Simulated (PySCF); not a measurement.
**Exercise with solution: chemical shift, span and skew from a shielding tensor**

C4H5FO2, SMILES C[C@H]1OC=C(F)O1. Atoms are numbered in the order given.

```xyz
12

C     -2.1565     0.0947    -0.1208
C     -0.9351    -0.5760     0.4837
O     -0.2401    -1.3690    -0.4928
C      0.8476    -0.5858    -0.8784
C      0.9696     0.4362    -0.0121
F      1.8503     1.4136     0.0737
O      0.0064     0.4204     0.9576
H     -1.8523     0.7352    -0.9720
H     -2.8613    -0.6765    -0.4874
H     -2.6666     0.7190     0.6383
H     -1.1978    -1.2282     1.3444
H      1.4413    -0.8971    -1.7405
```
Charge 0, spin multiplicity 1.

Coordinates come from a PBE-D3(BJ)/def2-SVP optimisation. The structure was generated by enumeration; whether it is a known compound was not checked. Other conformers were not sampled.

GIAO shieldings from PySCF with HF/pcSseg-1, non-relativistic, no solvent. The symmetric part of the tensor of C4 has the principal values 20.6, 104.6, 123.8 ppm. The same nucleus in TMS has σ = 192.6 ppm at this level (PySCF, at its B3LYP-D3(BJ)/def2-TZVP geometry).

Problem. Work out the isotropic shielding, the ¹³C shift against TMS, the span and the skew.

Solution. 
σ(iso) = (σ11 + σ22 + σ33)/3 = 83.0 ppm. δ = σ(ref) − σ(iso) = 192.6 − (83.0) = 109.6 ppm.
Span Ω = σ33 − σ11 = 103.2 ppm. Skew κ = 3(σ(iso) − σ22)/Ω = -0.63. Tumbling in solution averages the tensor to δ; in a static solid the shielding alone would spread this spin-1/2 line over Ω.
